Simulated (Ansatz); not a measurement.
Reaction (ligand exchange at a Ga–F bond): `[CH3][GaH][F]` + `N=C=O` → `[CH3][GaH][N]=C=O` + H–F

Isolated molecules relaxed with PBE0-D4/def2-TZVP in Ansatz; ΔE leaves out vibrations. CCSD(T)/CBS is the MP2 limit (def2-TZVPP, def2-QZVPP) plus CCSD(T) − MP2 in def2-TZVPP, frozen cores. This one scheme is used for every species. Functionals use def2-TZVPP. B3LYP here is the variant with VWN-RPA as its local correlation; programs differ in this. HSE06 is defined as in plane-wave codes. For Ga outer-core shells are correlated without core-valence functions, which leaves a few kJ/mol of doubt a bond. Scalar relativity is left out up to krypton. Each species was taken in one conformer, which may not be the lowest.

`[CH3][GaH][F]`:

Z-matrix (Å, degrees):
```
C
Ga 1 1.950
H 1 1.091 2 110.1
H 1 1.093 2 109.4 3 -118.5
H 1 1.091 2 111.7 3 122.0
F 2 1.767 1 114.1 3 28.2
H 2 1.559 1 133.5 3 -152.5
```

`N=C=O`:

Cartesian coordinates in Å:
```
N 0.305 -0.607 -0.352
C -0.189 0.452 -0.046
O -0.659 1.501 0.112
H 0.543 -1.345 0.286
```

`[CH3][GaH][N]=C=O`:

```xyz
9

C    -0.680   -1.289   -0.831
Ga   -0.267    0.608   -0.652
N     0.666    1.057    0.869
C     1.272    1.282    1.871
O     1.866    1.508    2.853
H    -1.347   -1.593   -0.021
H     0.236   -1.876   -0.736
H    -1.156   -1.521   -1.784
H    -0.591    1.825   -1.569
```

H–F:

Z-matrix (Å, degrees):
```
F
H 1 0.920
```

```csv
level,ΔE (kJ/mol),difference from CCSD(T)/CBS
LDA (SPW92),13.7,12.2
PBE-D4,16.8,15.3
r2SCAN-D4,17.3,15.8
B97M-V,20.6,19.1
PBE0-D4,7.8,6.3
B3LYP-D4,13.1,11.6
r2SCANh-D4,13.7,12.2
r2SCAN0-D4,8.8,7.3
HSE06-D4,7.5,6.0
BHLYP-D4,5.6,4.1
CAM-B3LYP-D4,13.8,12.3
ωB97X-V,13.8,12.3
ωB97M-V,12.8,11.3
B2PLYP,13.2,11.7
PBE-QIDH,3.0,1.5
PBE,20.7,19.2
revPBE,22.4,20.9
BLYP,27.8,26.3
r2SCAN,18.5,17.0
PBE0,11.3,9.8
B3LYP,19.3,17.8
r2SCANh,15.0,13.5
HSE06,10.9,9.4
BHLYP,11.3,9.8
CAM-B3LYP,17.6,16.1
LC-ωPBE,13.7,12.2
RPA@PBE/def2-TZVPP,7.6,6.1
HF/def2-SVP,3.1,1.6
MP2/def2-SVP,10.1,8.6
CCSD/def2-SVP,11.7,10.2
HF/def2-TZVPP,4.6,3.1
MP2/def2-TZVPP,-0.7,-2.2
CCSD/def2-TZVPP,2.7,1.2
CCSD(T)/def2-TZVPP,3.4,1.9
HF/def2-QZVPP,6.1,4.6
MP2/def2-QZVPP,-1.3,-2.8
SCS-MP2/def2-QZVPP,3.0,1.5
HF/CBS(def2),6.3,4.8
MP2/CBS(def2),-2.6,-4.1
CCSD/CBS(def2),0.8,-0.7
CCSD(T)/CBS,1.5,0
```

Largest T1 diagnostic among the species: 0.018.

At CCSD(T), def2-SVP lies +11.2 kJ/mol from the extrapolated value and def2-TZVPP +1.9 kJ/mol. From r2SCAN to r2SCAN0 (25 % exact exchange), in def2-TZVPP and without D4, ΔE moves by −8.3 kJ/mol.
